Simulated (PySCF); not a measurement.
**Electron correlation in Ar³⁺ (argon, charge +3)**

[Ne] 3s2 3p3, high-spin 4S determinant. All numbers are calculated (PySCF 2.14, scalar relativity by spin-free X2C-1e, in x2c-TZVPall (5s5p2d1f, 37 functions)). Frozen: [Ne]; 5 electrons correlated.

MP2 pair energies summed by pair of shells (mhartree):

```tsv
pair	energy	share (%)
3s-3p	-65.68	66.8
3p-3p	-23.26	23.7
3s-3s	-9.39	9.5
```

Total MP2 correlation energy: -98.33 mhartree.

Same-spin part -26.22 and opposite-spin part -72.10 mhartree; SCS-MP2 scales them by 1/3 and 6/5 to -95.26 mhartree.

| level | correlation energy (mhartree) |
| --- | --- |
| CCSD | -121.17 |
| (T) | -3.06 |
| CCSD(T) | -124.23 |

Diagnostics: T1 = 0.0022, D1 = 0.0057, largest double amplitude 0.062.

Cost of the coupled-cluster step: 0.59 s of wall time on 1 thread of Neoverse-N1 (shared host), for 5 correlated electrons.

Iterations:

```
CC2 = 0
CCSD nocc = (np.int64(4), np.int64(1)), nmo = (32, 32)
frozen orbitals [[0, 1, 2, 3, 4], [0, 1, 2, 3, 4]]
max_cycle = 100
direct = 0
conv_tol = 1e-08
conv_tol_normt = 1e-06
diis_space = 8
diis_start_cycle = 0
Init t2, MP2 energy = -0.0983254066623352
Init E_corr(UCCSD) = -0.0983254066630131
cycle = 1  E_corr(UCCSD) = -0.116059782305398  dE = -0.0177343756  norm(t1,t2) = 0.0372911
cycle = 2  E_corr(UCCSD) = -0.119776671643132  dE = -0.00371688934  norm(t1,t2) = 0.0103534
cycle = 3  E_corr(UCCSD) = -0.121188090363326  dE = -0.00141141872  norm(t1,t2) = 0.00352534
cycle = 4  E_corr(UCCSD) = -0.121166041584833  dE = 2.20487785e-05  norm(t1,t2) = 0.000418833
cycle = 5  E_corr(UCCSD) = -0.121165485646279  dE = 5.55938554e-07  norm(t1,t2) = 2.59905e-05
cycle = 6  E_corr(UCCSD) = -0.121165167359308  dE = 3.18286971e-07  norm(t1,t2) = 1.61362e-06
cycle = 7  E_corr(UCCSD) = -0.121165243256731  dE = -7.58974225e-08  norm(t1,t2) = 2.5277e-07
cycle = 8  E_corr(UCCSD) = -0.121165231580591  dE = 1.16761402e-08  norm(t1,t2) = 5.19584e-08
cycle = 9  E_corr(UCCSD) = -0.121165228930676  dE = 2.6499144e-09  norm(t1,t2) = 2.3177e-08
UCCSD converged
E(UCCSD) = -525.7847328888261  E_corr = -0.1211652289306761
UCCSD(T) correction = -0.00306004889559953
```
